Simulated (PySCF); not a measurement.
Run record: geometry optimisation, SeOCl2, `O=[Se](Cl)Cl`.

Method: PBE0-D3(BJ)/def2-SVP geometry optimisation, gas phase (PySCF 2.14.0). Start geometry: GFN2-xTB. The input is one job of a driver script: a line of settings, then coordinates in Å.

Input:
```
{"job": {"xc": "PBE0", "basis": "def2-SVP", "d3": "d3bj", "grid": 1, "maxiter": 40, "kind": "geom"}, "charge": 0, "multiplicity": 1}
Se     0.140970     0.002270     0.669150
O      1.567010    -0.027030     0.025800
Cl    -0.825430     1.655300    -0.359070
Cl    -0.882540    -1.630550    -0.335880
```

Output:
```
step   0  E = -3395.83750986  max force = 0.035586
step   1  E = -3395.84064590  max force = 0.006650
step   2  E = -3395.84089252  max force = 0.003160
step   3  E = -3395.84091366  max force = 0.000501
step   4  E = -3395.84092175  max force = 0.001396
step   5  E = -3395.84092415  max force = 0.001986
step   6  E = -3395.84092566  max force = 0.001303
step   7  E = -3395.84092593  max force = 0.000433
optimisation converged
```

Energies in Eh; «max force» is the largest Cartesian gradient component in Eh/bohr.

Give the first gradient maximum in eV/Å.

With 1 Eh/bohr = 51.422 eV/Å, 1.830 eV/Å.

How much energy does the optimisation release, in kcal/mol?

E(step 0) − E(last step) = 0.003416 Eh, which is 2.1 kcal/mol.

Main results: final energy -3395.84093 Eh after 7 steps; dipole 2.31 D.

Where do the atoms end?

0.062 Å rms from the input after alignment:
```
atom  x, y, z in Å
Se1    0.1490   -0.0005    0.6541
O2     1.6448   -0.0041    0.1079
Cl3   -0.8925    1.6666   -0.3806
Cl4   -0.9013   -1.6620   -0.3814
```

On one thread, Arm Neoverse V1, no GPU, shared host, this took 20 s.
Labels such as C1 count atoms from 1, the log's own numbers from 0.
